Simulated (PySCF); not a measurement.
# Mn (manganese, neutral) across methods

[Ar] 3d4 4s2 5s1, high-spin 6D determinant (an excited configuration). Computed with PySCF 2.14 in x2c-TZVPPall with one added diffuse shell each of s, p, d, f type (7s6p5d3f1g, 80 functions), with scalar relativity by spin-free X2C-1e. The B2PLYP total includes its PT2 part (frozen core); its orbital energies are those of the SCF part.

| method | E (hartree) | mean ε 4s α (eV) | mean ε 4s β (eV) | mean ε 5s α (eV) | Σ⟨r²⟩ (bohr²) | ⟨S²⟩ |
| --- | --- | --- | --- | --- | --- | --- |
| B2PLYP | -1157.843 | -11.583 | -10.731 | -2.039 | 100.6 | 8.753 |
| UHF | -1156.98219 | -12.623 | -11.573 | -2.460 | 104.0 | 8.758 |
| PBE0 | -1157.891 | -11.031 | -10.087 | -1.979 | 100.3 | 8.753 |
| M06 | -1158.079 | -11.111 | -10.363 | -1.818 | 100.9 | 8.752 |
| LDA | -1155.654 | -10.411 | -9.463 | -1.679 | 96.06 | 8.752 |
| PW91 | -1158.175 | -10.302 | -9.330 | -1.719 | 98.62 | 8.753 |
| r2SCAN | -1158.061 | -10.367 | -9.465 | -1.668 | 99.37 | 8.757 |
| PBE | -1157.859 | -10.227 | -9.286 | -1.715 | 98.98 | 8.752 |

Q: Estimate the same row for r2SCANh.

A: E (hartree) = -1158.056; mean ε 4s α (eV) = -10.665; mean ε 4s β (eV) = -9.759; mean ε 5s α (eV) = -1.766; Σ⟨r²⟩ (bohr²) = 99.30; ⟨S²⟩ = 8.757.

The outer electron is Rydberg-like, and this basis confines it to a smaller radius and binds it less than a complete one would.
